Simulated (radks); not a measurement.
Values are calculated unless marked as measured or tabulated.
Initial-state core-level shifts of the lanthanum ion La+ when its valence configuration changes from [Xe] 5d2. Code: a radial shooting solver on a logarithmic mesh with Libxc functionals. Model: Dirac Kohn-Sham, PBE, spin-unpolarised, spherical densities, point nucleus; open shells fill j = l - 1/2 first. Shifts are changes of the shell-averaged eigenvalues in eV (positive: less bound).

| valence | 1s | 3p | 4d | 5p |
|---|---|---|---|---|
| 6p2 | -6.390 | -6.582 | -6.491 | -5.704 |
| 4f0.5 5d1.5 | +3.152 | +4.035 | +3.408 | +1.247 |
| 5d1.5 6p0.5 | -1.517 | -1.559 | -1.547 | -1.405 |
| 5d1 6s1 | -2.140 | -2.224 | -2.200 | -1.925 |
| 4f1 5d1 | +5.725 | +7.315 | +6.239 | +2.330 |
| 5d1.5 6s0.5 | -1.036 | -1.077 | -1.067 | -0.942 |
| 5d0.5 6s0.5 6p1 | -4.258 | -4.393 | -4.341 | -3.836 |
